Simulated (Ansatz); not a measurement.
Calculated with Ansatz (gas phase, PBE0-D4/def2-TZVP geometries, no zero-point term in ΔE). CBS: MP2 limit from def2 TZ/QZ plus the TZ coupled-cluster correction, frozen cores. This one scheme is used for every species. Functionals use def2-TZVPP. One conformer a species, not always the lowest.

Reaction (ligand exchange at a B–O bond): `CB(C)O[SiH3]` + `C=C=N` → `C=C=NB(C)C` + `O[SiH3]`

Q: Is it downhill or uphill in electronic energy at CCSD(T)/CBS, and by how much? (Best estimate.)

A: Computed: Uphill: ΔE = +22.7 kJ/mol.

Q: What do these levels give: r2SCAN-D4, ωB97M-V, PBE, HF/def2-TZVPP, MP2/def2-TZVPP, SCS-MP2/def2-QZVPP? (Best estimate.)

A: Computed: r2SCAN-D4 17.1, ωB97M-V 26.1, PBE 9.1, HF/def2-TZVPP 30.4, MP2/def2-TZVPP 16.9, SCS-MP2/def2-QZVPP 20.3 kJ/mol.

Largest T1 diagnostic among the species: 0.015.

In def2-TZVPP, CCSD(T) changes the Hartree–Fock value by −5.4 kJ/mol (the triples alone add −1.6 kJ/mol) and MP2 by −13.4 kJ/mol. From PBE to PBE0 (25 % exact exchange), in def2-TZVPP and without D4, ΔE moves by +4.5 kJ/mol. The D4 term adds +3.5 kJ/mol with B3LYP and +1.8 kJ/mol with PBE0; it sums over pairs of atoms, weighted by their polarisabilities, and B3LYP, whose exchange is more repulsive, gets the larger term.

B3LYP here is the variant with VWN-RPA as its local correlation; programs differ in this.
